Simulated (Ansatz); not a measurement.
Species: cyclo[16]carbon `C1#CC#CC#CC#CC#CC#CC#CC#C1` (charge 0, multiplicity 1).

### Question
Give a relaxed geometry from CAM-B3LYP-D3(BJ)/def2-SVP (Ansatz, a program for electronic structure).

### Answer
the end point of this relaxation (outside a Z-matrix the atoms follow the SMILES, hydrogens last).
Z-matrix (Å, degrees):
```
C
C 1 1.2246
C 2 1.3705 1 154.21
C 3 1.2246 2 160.87 1 -0.13
C 1 1.3706 2 160.83 3 0.24
C 5 1.2246 1 154.21 2 -0.09
C 6 1.3707 5 160.77 1 -0.13
C 7 1.2246 6 154.20 5 -0.07
C 4 1.3707 3 154.12 2 0.14
C 9 1.2246 4 160.80 3 0.12
C 10 1.3706 9 154.16 4 -0.12
C 11 1.2246 10 160.82 9 -0.05
C 12 1.3707 11 154.21 10 -0.07
C 13 1.2246 12 160.81 11 -0.05
C 14 1.3707 13 154.24 12 0.13
C 15 1.2246 14 160.77 13 -0.08
```
